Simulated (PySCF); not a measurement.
C$_{4}$H$_{10}$O$_{2}$, triplet, at the geometry of the source list (a higher spin typed on purpose: for a closed-shell molecule this is an excited state) (in this run its highest filled SCF level lies above zero, so its values depend strongly on the basis, on diffuse functions most of all). Base run: PySCF with B3LYP/3-21G.

Here is a job for PySCF.
```python
from pyscf import gto, scf, dft

mol = gto.Mole()
mol.atom = '''
    C     2.713700    0.698600   -0.028000
    O     1.441200    0.345400    0.442900
    C     0.729000   -0.461000   -0.462000
    C    -0.674200   -0.705200    0.074400
    O    -1.477000    0.418400   -0.189000
    C    -2.761100    0.311400    0.363700
    H     3.333600   -0.190900   -0.204800
    H     3.170800    1.313100    0.744300
    H     2.650500    1.270100   -0.962500
    H     1.245600   -1.427100   -0.591600
    H     0.655500    0.032300   -1.442000
    H    -1.103600   -1.596600   -0.413400
    H    -0.615200   -0.891100    1.156600
    H    -3.298600   -0.555900   -0.043400
    H    -2.720200    0.214200    1.455800
    H    -3.289900    1.224200    0.099100
'''
mol.basis = '3-21g'
mol.charge = 0
mol.spin = 2
mol.verbose = 4
mol.build()

mf = dft.UKS(mol)
mf.xc = 'b3lyp'
mf.kernel()
```

The base run was repeated with changes; each row names its change, and settings that it needs were set with it.

| change | ΔE vs base (mEh) | fitting functions | dipole (D) |
|---|---|---|---|
| base | 0.000 | - | 0.23 |
| auxbasis = even-tempered beta=3.0 | -10.978 | 262 | 0.26 |
| auxbasis = cc-pvtz-jkfit | -0.124 | 774 | 0.23 |
| auxbasis = cc-pvqz-jkfit | -0.055 | 1146 | 0.23 |
| auxbasis = default (with mf = mf.density_fit()) | -0.185 | 634 | 0.23 |
| auxbasis = even-tempered beta=2.0 | -6.313 | 404 | 0.23 |
| only_dfj = on; auxbasis = def2-universal-jfit | -0.826 | 404 | 0.24 |
| auxbasis = def2-universal-jfit | -0.153 | 404 | 0.24 |
| auxbasis = def2-svp-ri | -15.415 | 428 | 0.24 |
| auxbasis = def2-tzvp-ri | -0.419 | 606 | 0.23 |

A fitting set is made for a task (jfit for Coulomb, jkfit for Coulomb and exchange, ri for correlation) and for a family of orbital bases.

Open shells are given as the SCF converged; they aren't shown to be the lowest states, and a large step between rows can be another state.
